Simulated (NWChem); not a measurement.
Species: H4PO4 cation; SMILES OP(O)(O)=[OH+]

```xyz
9

O     -0.2705    -1.3025    -0.8245
P      0.0000     0.0000     0.0000
O      1.3025    -0.2705     0.8245
O      0.2705     1.3025    -0.8245
O     -1.3025     0.2705     0.8245
H     -1.1407    -1.4120    -1.2569
H      1.4120    -1.1407     1.2569
H      1.1407     1.4120    -1.2569
H     -1.4120     1.1407     1.2569
```
Atoms are numbered in this order, from 1.

Level: B3LYP/6-31G* (spherical d) (NWChem), optimised geometry, unscaled harmonic frequencies. B3LYP is NWChem's, with the RPA form of VWN correlation.

| frequency (cm⁻¹) | IR intensity (km/mol) |
|---|---|
| 244 | 0.0 |
| 285 | 187.7 |
| 334 | 73.6 |
| 334 | 73.6 |
| 368 | 0.0 |
| 416 | 0.0 |
| 424 | 66.8 |
| 424 | 66.8 |
| 450 | 294.7 |
| 845 | 0.0 |
| 928 | 308.6 |
| 947 | 316.7 |
| 947 | 316.7 |
| 962 | 0.0 |
| 1090 | 57.5 |
| 1137 | 242.3 |
| 1137 | 242.3 |
| 3679 | 400.1 |
| 3679 | 400.1 |
| 3680 | 305.9 |
| 3694 | 0.0 |

```yaml
zero_point_energy: 37.2 kcal/mol
thermal correction to the enthalpy at 298.15 K (with zero-point energy): 41.7 kcal/mol
heat capacity Cv: 22.9 cal/(mol K)
entropy at 298.15 K and 1 atm (symmetry number 2): 75.2 cal/(mol K)
```

Rigid rotor and harmonic oscillator.
